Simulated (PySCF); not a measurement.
Electronic structure of Br³⁺ (bromine, charge +3) at the UHF level

Configuration: [Ar] 3d10 4s2 4p2, high-spin 3P determinant. Computed with PySCF 2.14 in aug-cc-pVQZ-DK (8s7p5d3f2g, 93 functions), with scalar relativity by spin-free X2C-1e.

```
Total energy                                                  : -2602.008377 hartree
One-electron energy                                           : -3574.8144 hartree
Hartree (Coulomb) energy                                      : 1063.0127 hartree
Exchange energy                                               : -90.2067 hartree
⟨S²⟩                                                          : 2.0069
⟨L²⟩                                                          : 2.020
Sum of ⟨r⟩                                                    : 18.44 bohr
Sum of ⟨r²⟩                                                   : 20.08 bohr²
Traceless quadrupole moment −½Σ⟨3z² − r²⟩ along its main axis : 1.44 e·bohr²
Langevin diamagnetic susceptibility                           : -15.9 ×10⁻⁶ cm³/mol
```

```csv
shell,electrons,mean orbital energy (eV),spread (eV),"rms radius, mean of both spins (bohr)"
1s α,1,-13595.9,0,0.0492
1s β,1,-13595.6,0,0.0492
2s α,1,-1864.6,0,0.205
2s β,1,-1864.4,0,0.205
2p α,3,-1644.4,0.119,0.183
2p β,3,-1644.0,0.292,0.183
3s α,1,-316.06,0,0.587
3s β,1,-315.45,0,0.587
3p α,3,-243.96,0.125,0.607
3p β,3,-243.15,0.897,0.607
3d α,5,-124.29,0.481,0.646
3d β,5,-123.88,0.864,0.646
4s α,1,-63.355,0,1.67
4s β,1,-56.663,0,1.67
4p α,2,-46.656,0,1.89
```

Densities and radii are taken from the X2C orbitals without a picture-change correction, which distorts them close to the nucleus.

Spin-orbit constants ζ (cm⁻¹) from the X2C one-electron operator on these orbitals: bare nucleus, nucleus screened by l(l+1)(2l+1)/3 electrons, and screened by the Breit-Pauli mean field of the electrons.

```json
{"shell": "2p", "bare": "263000", "screened nucleus": "248000", "mean field": "n/a"}
{"shell": "3p", "bare": "37950", "screened nucleus": "35780", "mean field": "n/a"}
{"shell": "3d", "bare": "4698", "screened nucleus": "3355", "mean field": "n/a"}
{"shell": "4p", "bare": "3637", "screened nucleus": "3429", "mean field": "n/a"}
```

To first order the Landé constant is A = 1714 cm⁻¹, so the lowest level has J = 0 and lies 0.425 eV below the centre of the term. This holds in LS coupling only.
